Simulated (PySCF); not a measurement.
# Cost of response and excited-state runs on `B[C+](C)C=C`, [C₄H₈B]+, charge +1

Molfile (atoms numbered from 1):
```
C4H8B
     RDKit          3D

 13 12  0  0  0  0  0  0  0  0999 V2000
   -1.3057    1.4487    0.2521 B   0  0  0  0  0  0  0  0  0  0  0  0
   -0.3477    0.2934    0.0380 C   0  0  0  0  0  0  0  0  0  0  0  0
   -0.9428   -1.0318   -0.1744 C   0  0  0  0  0  0  0  0  0  0  0  0
    1.0659    0.4872    0.0410 C   0  0  0  0  0  0  0  0  0  0  0  0
    1.9820   -0.4958   -0.0757 C   0  0  0  0  0  0  0  0  0  0  0  0
   -1.6786    1.7153    1.3249 H   0  0  0  0  0  0  0  0  0  0  0  0
   -1.7052    2.0681   -0.6524 H   0  0  0  0  0  0  0  0  0  0  0  0
   -0.6115   -1.7234    0.6055 H   0  0  0  0  0  0  0  0  0  0  0  0
   -0.5942   -1.4623   -1.1166 H   0  0  0  0  0  0  0  0  0  0  0  0
   -2.0297   -0.9979   -0.1747 H   0  0  0  0  0  0  0  0  0  0  0  0
    1.4069    1.5083    0.1548 H   0  0  0  0  0  0  0  0  0  0  0  0
    3.0369   -0.2715   -0.0630 H   0  0  0  0  0  0  0  0  0  0  0  0
    1.7192   -1.5377   -0.1775 H   0  0  0  0  0  0  0  0  0  0  0  0
  1  2  1  0
  2  3  1  0
  2  4  1  0
  4  5  2  0
  1  6  1  0
  1  7  1  0
  3  8  1  0
  3  9  1  0
  3 10  1  0
  4 11  1  0
  5 12  1  0
  5 13  1  0
M  CHG  1   2   1
M  END
```

PySCF with density fitting, on 1 thread of an Arm Neoverse N1, shared host. Command: `OMP_NUM_THREADS=1 python excited_run.py task.json out`

(1) How long does this run take, and how much memory?
- first hyperpolarisability, wB97X-D/def2-SVPD; wavelengths [1907, 1340] nm

## Answers

(1) 
```csv
run,level,basis functions,wall time,peak memory (GiB)
first hyperpolarisability,wB97X-D/def2-SVPD,164,24 s,0.6
```
Times from a shared host are rough.
